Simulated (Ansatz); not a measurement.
`F/C=C(F)/C(F)=C/F`, relaxed with RKS PBE0-D4/def2-TZVP in Ansatz from a GFN2-xTB geometry. The force threshold is 0.005 eV/Å; the program also tests the step.

Charge 0, multiplicity 1.

Start:

```xyz
10

F    -1.339    1.054   -2.470
C    -0.388    0.495   -1.730
C    -0.512    0.306   -0.414
F    -1.620    0.675    0.251
C     0.514   -0.304    0.415
F     1.622   -0.673   -0.250
C     0.388   -0.494    1.730
F     1.338   -1.055    2.470
H     0.488    0.206   -2.289
H    -0.490   -0.209    2.288
```

**Question.** How much energy does the relaxation release, and in how many steps? (Estimate.)

**Answer.** Computed: 1.70 kJ/mol, in 5 steps.

**Question.** Which bonds change most? (Best estimate.)

**Answer.** Computed: C3–F4 from 1.344 to 1.333 Å; C5–F6 from 1.344 to 1.333 Å; C3–C5 from 1.453 to 1.446 Å; C5–C7 from 1.335 to 1.330 Å.

**Question.** Give the relaxed structure. (An estimate is asked.)

**Answer.** Computed: 
```xyz
10

F    -1.350    1.054   -2.439
C    -0.382    0.491   -1.728
C    -0.507    0.303   -0.418
F    -1.613    0.675    0.226
C     0.507   -0.303    0.418
F     1.613   -0.675   -0.226
C     0.382   -0.491    1.728
F     1.350   -1.054    2.439
H     0.497    0.204   -2.286
H    -0.497   -0.204    2.286
```
